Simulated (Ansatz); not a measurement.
Complex (SMILES): O (H2O) with F (HF), atoms 1 to 3 the first; geometry from B3LYP-D3(BJ)/def2-TZVP, monomers rigid:
```xyz
5

O      0.0126     0.5732     0.1476
H     -0.2167     0.4999    -0.7856
H      0.6440    -0.1320     0.3287
F      0.9055     2.9606     0.8114
H      0.5537     2.1097     0.6008
```

Interaction energy at CCSD(T) with Ansatz (a first-principles code), kcal/mol, without and with the counterpoise correction (monomers among the partner's ghost functions). Cartesian d functions, on some or all atoms, in 6-31G*, 6-31+G*; all else is spherical. Cores are frozen. No added dispersion term, no relativity. Reference, counterpoise-corrected: Hartree-Fock in aug-cc-pVQZ plus the correlation part extrapolated as X^-3 from aug-cc-pVTZ and aug-cc-pVQZ, -9.20.

| basis | functions | uncorrected | counterpoise | counterpoise correction | mean of both |
|---|---|---|---|---|---|
| 6-31G* | 36 | -10.45 | -8.21 | 2.25 | -9.33 |
| def2-SVP | 43 | -11.70 | -7.84 | 3.86 | -9.77 |
| 6-31+G* | 44 | -10.53 | -7.98 | 2.56 | -9.26 |
| aug-pcseg-1 | 73 | -9.56 | -7.68 | 1.88 | -8.62 |
| def2-TZVP | 80 | -9.66 | -8.46 | 1.21 | -9.06 |
| cc-pVTZ | 102 | -10.22 | -8.28 | 1.94 | -9.25 |
| def2-TZVPP | 104 | -9.45 | -8.36 | 1.09 | -8.91 |
| pcseg-3 | 219 | -9.38 | -8.91 | 0.47 | -9.14 |

The corrected value lies nearer the reference in 4 of 8 rows.
